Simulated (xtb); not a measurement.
MgBr2, SMILES [Br][Mg][Br]. All values are semi-empirical tight-binding results from xtb (GFN2-xTB unless named), good for trends rather than for accurate numbers. Geometry optimised at GFN2-xTB.

For metal compounds this method's bond lengths and energies can be far off.

* **point group as xtb finds it**: C2v
* **orbital gap**: 2.97 eV
* **zero-point energy**: 1.0 kcal/mol
* **G − E(el) at 298.15 K (modified RRHO)**: -17.8 kcal/mol
